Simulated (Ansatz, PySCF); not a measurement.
Pair of molecules: C2H2 (SMILES C#C) (first 4 atoms) with H2S (SMILES S); geometry from B3LYP-D3(BJ)/def2-TZVP, rigid monomers moved along the line of their centres of mass till C2···H7 is 4.75 Å.
(charge 0, multiplicity 1):
```json
[
 {"atom": "C", "x (Å)": "0.5186", "y (Å)": "0.2718", "z (Å)": "-0.1566"},
 {"atom": "C", "x (Å)": "-0.5924", "y (Å)": "-0.1486", "z (Å)": "-0.0071"},
 {"atom": "H", "x (Å)": "1.5048", "y (Å)": "0.6461", "z (Å)": "-0.2886"},
 {"atom": "H", "x (Å)": "-1.5791", "y (Å)": "-0.5209", "z (Å)": "0.1266"},
 {"atom": "S", "x (Å)": "0.2810", "y (Å)": "1.2727", "z (Å)": "5.8430"},
 {"atom": "H", "x (Å)": "0.7712", "y (Å)": "0.0384", "z (Å)": "6.0397"},
 {"atom": "H", "x (Å)": "0.1820", "y (Å)": "1.0860", "z (Å)": "4.5154"}
]
```

Interaction energies are E(AB) − E(A) − E(B) at the monomers' geometry in the complex; basis-set methods are counterpoise corrected.

Frozen-core correlation. CBS: X⁻³ extrapolation of the correlation energy, Hartree–Fock from the larger set.

Programs: Ansatz (an electronic-structure program); PySCF for the dispersion terms. 

PBE/def2-TZVPPD gives -0.9 kJ/mol for the interaction energy.

**Question.** Predict the shift from PBE, with its sign, for: PBE-D3(BJ)/def2-TZVPPD, r2SCAN/def2-TZVPPD, PBE0/def2-TZVPPD, wB97M-V/def2-TZVPPD, MP2/CBS(aug-cc-pV(D+d)Z, aug-cc-pV(T+d)Z), CCSD(T)/CBS(aug-cc-pV(D+d)Z, aug-cc-pV(T+d)Z).

**Answer.** PBE-D3(BJ)/def2-TZVPPD -0.4; r2SCAN/def2-TZVPPD 0.0; PBE0/def2-TZVPPD 0.0; wB97M-V/def2-TZVPPD -0.2; MP2/CBS(aug-cc-pV(D+d)Z, aug-cc-pV(T+d)Z) -0.3; CCSD(T)/CBS(aug-cc-pV(D+d)Z, aug-cc-pV(T+d)Z) -0.2 kJ/mol. 2 of 6 lie above PBE; the widest gap is to PBE-D3(BJ)/def2-TZVPPD.
